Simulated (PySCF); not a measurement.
Species: [Ti(CH3)4], C4H12Ti (singlet state).
Structure used (PBE0-D3(BJ)/def2-TZVP), in Å, numbered top down from 1:
```xyz
17
C4H12Ti angstrom
C      0.035   -1.496   -1.424
Ti    -0.001   -0.001   -0.001
C     -0.077    1.839   -0.934
C     -1.665   -0.231    1.199
C      1.703   -0.109    1.160
H     -0.714   -1.299   -2.200
H     -0.186   -2.466   -0.964
H      1.022   -1.549   -1.898
H      0.037    2.642   -0.197
H     -1.037    1.969   -1.447
H      0.729    1.924   -1.672
H     -2.567   -0.343    0.587
H     -1.558   -1.120    1.831
H     -1.787    0.645    1.846
H      1.863   -1.139    1.501
H      2.578    0.207    0.581
H      1.610    0.540    2.038
```

Computed, not measured: PBE0-D3(BJ)/def2-TZVP geometry optimisation, gas phase (PySCF 2.14.0).

(1) Which atoms are bound to Ti2, and at what distances?

(2) List the angles at Ti2.

(3) What is the shape at Ti2?

(4) What are the other bond lengths?

Results:

(1) 4 atoms: C1 2.064 Å, C5 2.064 Å, C3 2.065 Å, C4 2.065 Å. The nearest atom not counted as bound is H14, at 2.65 Å (others tie with it).

(2) 
| angle | degrees | distance of the outer atoms (Å) |
| --- | --- | --- |
| C1–Ti2–C5 | 109.6 | 3.37 |
| C1–Ti2–C3 | 109.5 | 3.37 |
| C1–Ti2–C4 | 109.5 | 3.37 |
| C4–Ti2–C5 | 109.4 | 3.37 |
| C3–Ti2–C4 | 109.4 | 3.37 |
| C3–Ti2–C5 | 109.4 | 3.37 |

(3) Tetrahedral: angles from 109.4° to 109.6°; τ4 = (360° − α − β)/141° = 1.00 with α and β the two widest (0 for a square, 1 for a tetrahedron).

(4) C1–H6 and 11 like bonds 1.096 Å.

Charge 0, singlet. Isolated species at its PBE0-D3(BJ)/def2-TZVP geometry, gas phase. Whether it is a minimum is left open (no frequencies).
